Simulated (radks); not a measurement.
Problem. These are the eigenvalues of the occupied orbitals of an atom or ion with whole-number occupations (Ry). Method: scalar-relativistic Kohn-Sham, BLYP, spin-unpolarised, spherical densities, finite nucleus; Fermi nuclear charge, rms radius of each element as measured or else 0.836 A^(1/3) + 0.57 fm; computed with a radial shooting solver on a logarithmic mesh with Libxc functionals.

| orbital | eigenvalue |
|---|---|
| 1s | -3140.194 |
| 2s | -648.3975 |
| 2p | -600.4251 |
| 3s | -248.1857 |
| 3p | -233.2907 |

Which element is it, and in what charge state? The configuration may be excited.

Solution. Z = 58, cerium, charge +41: Ce41+ in [Ne] 3s2 3p5. The list shows which subshells hold electrons but not how many an open one holds; the 1s level, -1570.1 hartree, gives Z - s = 56.0 by -(Z - s)^2/2, which with screening and relativity narrows Z to a few neighbours, and the depths of the outer levels then fix element, charge and occupations together.
